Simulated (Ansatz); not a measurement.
System: sum formula SiNH3Cl3, charge 1, multiplicity 1. It need not be the lowest isomer of its formula. 
Coordinates optimised at B3LYP-D3(BJ)/def2-TZVP (Ansatz, an electronic-structure program):
```
Si
N 1 1.8895
H 2 1.0241 1 111.39
H 2 1.0241 3 107.48 1 -122.28
H 2 1.0241 3 107.48 4 -115.43
Cl 1 1.9977 2 103.19 3 -60.00
Cl 1 1.9977 2 103.19 3 60.00
Cl 1 1.9977 2 103.19 3 -180.00
```
Charge +1, spin multiplicity 1.

Total electronic energies in hartree. Valence correlation only, unless marked. No spin-orbit coupling. Non-relativistic unless marked X2C. CBS marks a two-point X^-3 extrapolation of the correlation energy; Hartree-Fock from the larger set. [CCSD(T)-MP2]/basis is that difference in the basis named.

```json
[
 {"level": "HF/cc-pV(T+d)Z", "program": "Ansatz", "energy (Eh)": "-1723.68443"},
 {"level": "HF/cc-pV(Q+d)Z", "program": "Ansatz", "energy (Eh)": "-1723.70277"},
 {"level": "RI-HF/cc-pV(T+d)Z", "program": "Ansatz", "energy (Eh)": "-1723.68425"},
 {"level": "RI-HF/cc-pV(Q+d)Z", "program": "Ansatz", "energy (Eh)": "-1723.70257"},
 {"level": "PBE/def2-TZVPD", "program": "Ansatz", "energy (Eh)": "-1725.87466"},
 {"level": "BLYP-D4/def2-TZVPD", "program": "Ansatz + dftd4", "energy (Eh)": "-1726.63881"},
 {"level": "B3LYP/def2-TZVPD", "program": "Ansatz", "energy (Eh)": "-1726.71190"},
 {"level": "CAM-B3LYP-D3(BJ)/def2-TZVPD", "program": "Ansatz + dftd3", "energy (Eh)": "-1726.68307"},
 {"level": "CAM-B3LYP-D4/def2-TZVPD", "program": "Ansatz + dftd4", "energy (Eh)": "-1726.68270"},
 {"level": "LC-wPBE/def2-TZVPD", "program": "Ansatz", "energy (Eh)": "-1726.15424"},
 {"level": "SCS-MP2/cc-pV(T+d)Z", "program": "Ansatz", "energy (Eh)": "-1724.55951"},
 {"level": "CCSD/cc-pV(T+d)Z", "program": "Ansatz", "energy (Eh)": "-1724.63151"},
 {"level": "CCSD(T)/STO-3G", "program": "Ansatz", "energy (Eh)": "-1704.94967"},
 {"level": "X2C-CCSD(T)/cc-pVTZ-DK", "program": "Ansatz", "energy (Eh)": "-1729.51611"},
 {"level": "RI-MP2/CBS(cc-pV(T+d)Z,cc-pV(Q+d)Z)+[CCSD(T)-MP2]/cc-pV(T+d)Z", "program": "Ansatz", "energy (Eh)": "-1724.8319"}
]
```

Totals of different functionals don't rank their quality; only differences between species are comparable.
